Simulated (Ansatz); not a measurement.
Reactions of `[SiH3][GeH2][SiH2][SiH2][GeH3]`.

Program: Ansatz. Geometries: PBE0-D4/def2-TZVP. ΔE: electronic, gas phase. CCSD(T)/CBS adds triple-zeta CCSD(T) − MP2 to the extrapolated MP2 energy (def2 sets, frozen cores). This one scheme is used for every species. DFT in def2-TZVPP. For Ge outer-core shells are correlated without core-valence functions, which leaves a few kJ/mol of doubt a bond. Scalar relativity is left out up to krypton. One conformer a species, not always the lowest.

```
                                                                                                                                             reaction  B2PLYP (kJ/mol)  CCSD/CBS(def2) (kJ/mol)  MP2/CBS(def2) (kJ/mol)  CCSD(T)/CBS(def2) (kJ/mol)
`[SiH3][GeH2][SiH2][SiH2][GeH3]` + `[SiH3][SiH2][GeH2][GeH2][SiH2][SiH3]` → `[SiH3][SiH2][GeH2][GeH2][GeH2][SiH3]` + `[SiH3][SiH2][SiH2][SiH2][GeH3]`                0                        1                       1                           1
                                           `[SiH3][GeH2][SiH2][SiH2][GeH3]` + `O[SiH2][SiH3]` → `[SiH3][SiH2][SiH2][SiH2][GeH3]` + `[OH][GeH2][SiH3]`               77                       80                      83                          79
                                               `[SiH3][GeH2][SiH2][SiH2][GeH3]` + trisilane → `[SiH3][SiH2][SiH2][SiH2][GeH3]` + `[SiH3][GeH2][SiH3]`                0                        0                       1                           0
                                      `[SiH3][GeH2][SiH2][SiH2][GeH3]` + `FC#[C][GeH2][SiH3]` → `[SiH3][GeH2][GeH2][SiH2][SiH2][GeH3]` + `FC#C[SiH3]`              -41                      -43                     -49                         -45
                                                                    `[SiH3][GeH2][SiH2][SiH2][GeH3]` + H–F → `[F][GeH2][SiH3]` + `[SiH3][SiH2][GeH3]`              -34                      -15                      -4                          -9
                                                                   `[SiH3][GeH2][SiH2][SiH2][GeH3]` + H₂O → `[OH][GeH2][SiH3]` + `[SiH3][SiH2][GeH3]`                4                       20                      26                          24
                                                              `[SiH3][GeH2][SiH2][SiH2][GeH3]` + `C=C=N` → `[SiH3][GeH2][SiH3]` + `N=C=C[SiH2][GeH3]`              -13                       -5                     -10                          -3
                                                                      `[SiH3][GeH2][SiH2][SiH2][GeH3]` + H₂S → `S[SiH2][GeH3]` + `[SiH3][GeH2][SiH3]`              -45                      -39                     -42                         -36
                                                                  `[SiH3][GeH2][SiH2][SiH2][GeH3]` + `C=N` → `C=N[SiH2][GeH3]` + `[SiH3][GeH2][SiH3]`              -25                      -16                     -18                         -12
                                                                   `[SiH3][GeH2][SiH2][SiH2][GeH3]` + HCl → `[SiH3][GeH2][Cl]` + `[SiH3][SiH2][GeH3]`              -50                      -39                     -36                         -35
```

Largest T1 diagnostic: 0.015, for `C=C=N`.
